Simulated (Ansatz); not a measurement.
Sn3Br8⁺. Total charge 1; doublet. Geometry PBE-D4/def2-SVP, that of the neutral singlet; atoms count from 1.

```xyz
11

Sn    2.0684    1.3053    0.6525
Sn   -0.0331   -1.5287   -1.5676
Sn   -2.0840    0.8515    1.7478
Br    3.7581    1.0188    2.5584
Br    2.4278   -1.1469   -2.0649
Br   -1.0075   -3.6802   -0.7147
Br   -0.8318   -1.6422   -3.9665
Br    0.7660   -1.1571    1.1614
Br    0.0443    2.5553    2.2426
Br   -3.7003    2.7425    1.0865
Br   -1.4081    0.6816   -1.1355
```

In the def2 sets Sn takes a core potential; there is no spin–orbit coupling. The gap within one spin of the charge 1 doublet nearly closes, so an electron or hole may be smeared out by delocalisation error. The structure comes from a short search, and lower isomers may exist.

(1) Estimate the Mulliken populations from the PBE/def2-SVP orbitals of Ansatz.

(2) Where does the spin sit?

(3) And the Mayer bond orders between bonded heavy atoms (over 0.3)?

## Answers

(1) 
| atom | charge (e) | spin (α − β) |
| --- | --- | --- |
| Sn1 | 0.68 | 0.08 |
| Sn2 | 0.69 | -0.02 |
| Sn3 | 0.70 | 0.05 |
| Br4 | -0.11 | 0.20 |
| Br5 | -0.12 | 0.03 |
| Br6 | -0.06 | 0.08 |
| Br7 | -0.07 | 0.14 |
| Br8 | -0.21 | 0.10 |
| Br9 | -0.20 | 0.11 |
| Br10 | -0.13 | 0.18 |
| Br11 | -0.16 | 0.03 |
Mulliken values and Mayer orders depend strongly on the basis.

(2) Summed by element: Sn 0.11, Br 0.89, of 1 unpaired in all. Largest on single atoms: Br4 0.20, Br10 0.18, Br7 0.14.

(3) Sn1–Br4 1.09 (2.56 Å); Sn1–Br8 0.53 (2.83 Å); Sn1–Br9 0.53 (2.86 Å); Sn2–Br5 0.94 (2.54 Å); Sn2–Br6 1.02 (2.51 Å); Sn2–Br7 0.97 (2.53 Å); Sn2–Br8 0.40 (2.87 Å); Sn2–Br11 0.70 (2.64 Å); Sn3–Br9 0.62 (2.77 Å); Sn3–Br10 1.06 (2.57 Å); Sn3–Br11 0.40 (2.97 Å).
